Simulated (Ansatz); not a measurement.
## Molecular dynamics of BBrH4Si

Input:

```yaml
crystal:
  periodic: [false, false, false]
  atoms:
    - { symbol: B, position_ang: [-1.008943, 0.118446, -0.739174] }
    - { symbol: Si, position_ang: [0.639945, 0.03127, 0.429123] }
    - { symbol: Br, position_ang: [1.151327, -2.046957, 1.168472] }
    - { symbol: H, position_ang: [-1.67132, -0.850177, -1.052754] }
    - { symbol: H, position_ang: [-1.348153, 1.214014, -1.152874] }
    - { symbol: H, position_ang: [0.46571, 0.915736, 1.64002] }
    - { symbol: H, position_ang: [1.832635, 0.549668, -0.338413] }
basis:
  gaussian: { orbitals: def2-SVP }
hamiltonian:
  xc: revpbe
md:
  timestep: 1.0
  n_steps: 150
  ensemble: nve
  temperature: 1000.0
  initial_velocities: maxwell_boltzmann
  seed: 362620
  masses: [{ species: H, mass: 2.014 }]
scf:
  lower_state_search: "off"
```

Launched with:

```bash
$ ansatz run input.yaml --threads 1 --pin off --max-ram 2048MiB --backend cpu --events-out ev --progress --plain --runs-dir out
```

It starts from a relaxed structure.

Output, in part (one step line in 3, the closing report, with atoms numbered from 0):

```
md step     0: t =     0.00 fs  T =  1000.0 K  F+E_penalty+E_count = -78645.89230911 eV  E_kin = 0.646300 eV  conserved = -78645.24600912 eV  (15 SCF iters)
md step     3: t =     3.00 fs  T =   645.5 K  F+E_penalty+E_count = -78645.65751435 eV  E_kin = 0.417189 eV  conserved = -78645.24032518 eV  (19 SCF iters)
md step     6: t =     6.00 fs  T =   380.3 K  F+E_penalty+E_count = -78645.48380982 eV  E_kin = 0.245793 eV  conserved = -78645.23801704 eV  (19 SCF iters)
md step     9: t =     9.00 fs  T =   653.4 K  F+E_penalty+E_count = -78645.66510520 eV  E_kin = 0.422262 eV  conserved = -78645.24284336 eV  (19 SCF iters)
md step    12: t =    12.00 fs  T =   615.0 K  F+E_penalty+E_count = -78645.64142191 eV  E_kin = 0.397479 eV  conserved = -78645.24394270 eV  (18 SCF iters)
md step    15: t =    15.00 fs  T =   316.2 K  F+E_penalty+E_count = -78645.44169708 eV  E_kin = 0.204344 eV  conserved = -78645.23735355 eV  (19 SCF iters)
md step    18: t =    18.00 fs  T =   607.2 K  F+E_penalty+E_count = -78645.63678461 eV  E_kin = 0.392437 eV  conserved = -78645.24434711 eV  (19 SCF iters)
md step    21: t =    21.00 fs  T =   517.3 K  F+E_penalty+E_count = -78645.57585871 eV  E_kin = 0.334309 eV  conserved = -78645.24154981 eV  (19 SCF iters)
md step    24: t =    24.00 fs  T =   320.6 K  F+E_penalty+E_count = -78645.44600342 eV  E_kin = 0.207192 eV  conserved = -78645.23881132 eV  (19 SCF iters)
md step    27: t =    27.00 fs  T =   507.3 K  F+E_penalty+E_count = -78645.56930299 eV  E_kin = 0.327871 eV  conserved = -78645.24143229 eV  (19 SCF iters)
md step    30: t =    30.00 fs  T =   591.9 K  F+E_penalty+E_count = -78645.62675050 eV  E_kin = 0.382558 eV  conserved = -78645.24419204 eV  (19 SCF iters)
md step    33: t =    33.00 fs  T =   357.1 K  F+E_penalty+E_count = -78645.46838832 eV  E_kin = 0.230817 eV  conserved = -78645.23757091 eV  (19 SCF iters)
md step    36: t =    36.00 fs  T =   599.8 K  F+E_penalty+E_count = -78645.63252471 eV  E_kin = 0.387656 eV  conserved = -78645.24486874 eV  (19 SCF iters)
md step    39: t =    39.00 fs  T =   447.2 K  F+E_penalty+E_count = -78645.53000917 eV  E_kin = 0.289053 eV  conserved = -78645.24095621 eV  (19 SCF iters)
md step    42: t =    42.00 fs  T =   283.2 K  F+E_penalty+E_count = -78645.42201580 eV  E_kin = 0.183054 eV  conserved = -78645.23896148 eV  (19 SCF iters)
md step    45: t =    45.00 fs  T =   529.7 K  F+E_penalty+E_count = -78645.58370926 eV  E_kin = 0.342342 eV  conserved = -78645.24136699 eV  (19 SCF iters)
md step    48: t =    48.00 fs  T =   674.4 K  F+E_penalty+E_count = -78645.68079357 eV  E_kin = 0.435833 eV  conserved = -78645.24496058 eV  (19 SCF iters)
md step    51: t =    51.00 fs  T =   378.2 K  F+E_penalty+E_count = -78645.48104762 eV  E_kin = 0.244414 eV  conserved = -78645.23663408 eV  (19 SCF iters)
md step    54: t =    54.00 fs  T =   726.3 K  F+E_penalty+E_count = -78645.71402809 eV  E_kin = 0.469416 eV  conserved = -78645.24461204 eV  (19 SCF iters)
md step    57: t =    57.00 fs  T =   711.8 K  F+E_penalty+E_count = -78645.70311618 eV  E_kin = 0.460039 eV  conserved = -78645.24307730 eV  (18 SCF iters)
md step    60: t =    60.00 fs  T =   335.9 K  F+E_penalty+E_count = -78645.45496169 eV  E_kin = 0.217120 eV  conserved = -78645.23784128 eV  (19 SCF iters)
md step    63: t =    63.00 fs  T =   506.3 K  F+E_penalty+E_count = -78645.56791396 eV  E_kin = 0.327236 eV  conserved = -78645.24067756 eV  (19 SCF iters)
md step    66: t =    66.00 fs  T =   724.4 K  F+E_penalty+E_count = -78645.71360724 eV  E_kin = 0.468157 eV  conserved = -78645.24545064 eV  (18 SCF iters)
md step    69: t =    69.00 fs  T =   345.2 K  F+E_penalty+E_count = -78645.46087975 eV  E_kin = 0.223099 eV  conserved = -78645.23778042 eV  (19 SCF iters)
md step    72: t =    72.00 fs  T =   514.6 K  F+E_penalty+E_count = -78645.57457538 eV  E_kin = 0.332566 eV  conserved = -78645.24200927 eV  (19 SCF iters)
md step    75: t =    75.00 fs  T =   732.5 K  F+E_penalty+E_count = -78645.71717769 eV  E_kin = 0.473424 eV  conserved = -78645.24375335 eV  (18 SCF iters)
md step    78: t =    78.00 fs  T =   486.0 K  F+E_penalty+E_count = -78645.55372493 eV  E_kin = 0.314095 eV  conserved = -78645.23962968 eV  (19 SCF iters)
md step    81: t =    81.00 fs  T =   479.0 K  F+E_penalty+E_count = -78645.54892445 eV  E_kin = 0.309581 eV  conserved = -78645.23934367 eV  (19 SCF iters)
md step    84: t =    84.00 fs  T =   720.6 K  F+E_penalty+E_count = -78645.71033579 eV  E_kin = 0.465726 eV  conserved = -78645.24460975 eV  (19 SCF iters)
md step    87: t =    87.00 fs  T =   449.2 K  F+E_penalty+E_count = -78645.53034213 eV  E_kin = 0.290306 eV  conserved = -78645.24003623 eV  (19 SCF iters)
md step    90: t =    90.00 fs  T =   425.4 K  F+E_penalty+E_count = -78645.51571199 eV  E_kin = 0.274926 eV  conserved = -78645.24078620 eV  (20 SCF iters)
md step    93: t =    93.00 fs  T =   577.9 K  F+E_penalty+E_count = -78645.61731150 eV  E_kin = 0.373498 eV  conserved = -78645.24381380 eV  (20 SCF iters)
md step    96: t =    96.00 fs  T =   316.4 K  F+E_penalty+E_count = -78645.44349280 eV  E_kin = 0.204483 eV  conserved = -78645.23901016 eV  (20 SCF iters)
md step    99: t =    99.00 fs  T =   380.7 K  F+E_penalty+E_count = -78645.48584423 eV  E_kin = 0.246056 eV  conserved = -78645.23978869 eV  (19 SCF iters)
md step   102: t =   102.00 fs  T =   660.1 K  F+E_penalty+E_count = -78645.67046747 eV  E_kin = 0.426627 eV  conserved = -78645.24384027 eV  (20 SCF iters)
md step   105: t =   105.00 fs  T =   503.1 K  F+E_penalty+E_count = -78645.56631326 eV  E_kin = 0.325179 eV  conserved = -78645.24113379 eV  (19 SCF iters)
md step   108: t =   108.00 fs  T =   482.1 K  F+E_penalty+E_count = -78645.55138477 eV  E_kin = 0.311595 eV  conserved = -78645.23978971 eV  (19 SCF iters)
md step   111: t =   111.00 fs  T =   716.1 K  F+E_penalty+E_count = -78645.70758202 eV  E_kin = 0.462800 eV  conserved = -78645.24478181 eV  (20 SCF iters)
md step   114: t =   114.00 fs  T =   420.6 K  F+E_penalty+E_count = -78645.51120596 eV  E_kin = 0.271817 eV  conserved = -78645.23938862 eV  (20 SCF iters)
md step   117: t =   117.00 fs  T =   382.8 K  F+E_penalty+E_count = -78645.48612098 eV  E_kin = 0.247420 eV  conserved = -78645.23870062 eV  (20 SCF iters)
md step   120: t =   120.00 fs  T =   745.6 K  F+E_penalty+E_count = -78645.72542307 eV  E_kin = 0.481901 eV  conserved = -78645.24352243 eV  (19 SCF iters)
md step   123: t =   123.00 fs  T =   669.5 K  F+E_penalty+E_count = -78645.67596397 eV  E_kin = 0.432711 eV  conserved = -78645.24325332 eV  (19 SCF iters)
md step   126: t =   126.00 fs  T =   437.9 K  F+E_penalty+E_count = -78645.52001509 eV  E_kin = 0.283011 eV  conserved = -78645.23700394 eV  (18 SCF iters)
md step   129: t =   129.00 fs  T =   792.7 K  F+E_penalty+E_count = -78645.75786162 eV  E_kin = 0.512298 eV  conserved = -78645.24556371 eV  (19 SCF iters)
md step   132: t =   132.00 fs  T =   572.7 K  F+E_penalty+E_count = -78645.61075497 eV  E_kin = 0.370132 eV  conserved = -78645.24062277 eV  (20 SCF iters)
md step   135: t =   135.00 fs  T =   375.2 K  F+E_penalty+E_count = -78645.48064542 eV  E_kin = 0.242460 eV  conserved = -78645.23818544 eV  (20 SCF iters)
md step   138: t =   138.00 fs  T =   676.3 K  F+E_penalty+E_count = -78645.67929194 eV  E_kin = 0.437124 eV  conserved = -78645.24216819 eV  (20 SCF iters)
md step   141: t =   141.00 fs  T =   754.5 K  F+E_penalty+E_count = -78645.73183646 eV  E_kin = 0.487643 eV  conserved = -78645.24419358 eV  (20 SCF iters)
md step   144: t =   144.00 fs  T =   500.8 K  F+E_penalty+E_count = -78645.56145944 eV  E_kin = 0.323652 eV  conserved = -78645.23780718 eV  (19 SCF iters)
md step   147: t =   147.00 fs  T =   688.1 K  F+E_penalty+E_count = -78645.68875468 eV  E_kin = 0.444707 eV  conserved = -78645.24404735 eV  (19 SCF iters)
md step   150: t =   150.00 fs  T =   514.9 K  F+E_penalty+E_count = -78645.57381364 eV  E_kin = 0.332765 eV  conserved = -78645.24104892 eV  (19 SCF iters)
Total energy: -78645.57385458 eV, -2890.1715312711 hartree
Atom 0 at    -0.925451    -0.187741    -0.559010 Å, force    -0.822946    -1.055701     0.014378 eV/Å
Atom 1 at     0.809298     0.101522     0.427522 Å, force    -0.271294     0.237723    -0.087577 eV/Å
Atom 2 at     1.055101    -1.989358     1.138113 Å, force    -0.119458    -1.036834     0.223952 eV/Å
Atom 3 at    -0.633451    -0.375102    -1.774667 Å, force    -0.683395     0.139641     0.742728 eV/Å
Atom 4 at    -2.067484    -0.554202    -0.016394 Å, force     1.534969     0.751670    -0.856077 eV/Å
Atom 5 at     1.035782     0.909509     1.636830 Å, force    -0.083311     0.565100     0.368315 eV/Å
Atom 6 at     1.951959     0.227632    -0.490001 Å, force     0.445434     0.398402    -0.405719 eV/Å
Dipole moment:    -0.071738     0.310638    -0.086065 e Å
```

The run went to its last step. The conserved energy stayed within 1.4 meV per atom of its start (net change 0.71 meV per atom), so the integration is sound. The temperature averaged 0.55 of the 1000 K drawn at the start: a run that starts near a minimum puts about half its kinetic energy into the potential. A run of 0.15 ps of so small a system gives no equilibrium averages.

The same pairs are bonded in the first frame and the last. Pairs count as bonded within 1.25 times the sum of covalent radii (0.12 Å more for H–H).

Last frame:

```xyz
7
Properties=species:S:1:pos:R:3
B -0.925 -0.188 -0.559
Si 0.809 0.102 0.427
Br 1.055 -1.989 1.138
H -0.633 -0.375 -1.775
H -2.067 -0.554 -0.016
H 1.036 0.909 1.637
H 1.952 0.228 -0.490
```

The run took 3.7 min on 1 CPU thread of a shared host.
